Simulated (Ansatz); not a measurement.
A made-up structure of BSiNH$_{4}$S, singlet:

```
8
angstrom
B 1.6381 -0.0289 0.7134
Si 0.1833 -0.1395 0.0621
N -0.9006 1.5191 -0.1890
S -0.8649 -1.8555 -0.6309
H -1.8209 1.4852 -0.6275
H -0.5156 2.4080 0.1304
H 2.3457 -0.9172 0.8944
H 0.1122 -2.7212 -0.3101
```

It is relaxed with PBE-D4/def2-SVP and then PBE0-D4/def2-TZVP (Ansatz 0.2.0). Atoms count as bonded within 1.22 times the sum of their covalent radii (H–H: 0.88 Å). The end point is not checked to be a true minimum.

(1) Does its bonding change? (Judge from chemistry; the calculation decides.)

## Answers

(1) Computed: Yes. Formed: B1–S4; broken: Si2–S4.

Where it ends: The first stage lowers the energy by 4.58 eV in 34 steps. It ends as BSiNH₄S ([NH2][Si][BH][SH]):
```
8
angstrom
B 0.8634 -0.6990 0.0484
Si 0.5787 0.9474 -1.1225
N -0.7486 1.6168 -0.2763
S -0.2796 -2.0465 -0.0576
H -1.1639 2.4891 -0.5654
H -1.2095 1.2318 0.5338
H 1.8349 -0.8312 0.7352
H 0.3019 -2.9585 0.7472
```

Labels in which every atom is bracketed show which atoms are joined, not bond orders.

For scale, one of the runs: PBE0-D4/def2-TZVP relaxation, 160 basis functions, launched by `ansatz run in.yaml --threads 2 --pin off --events-out ev --progress --plain --max-ram 4352MiB`. The run took about 58 s on 2 CPU threads of an Arm Neoverse V2 (shared host).
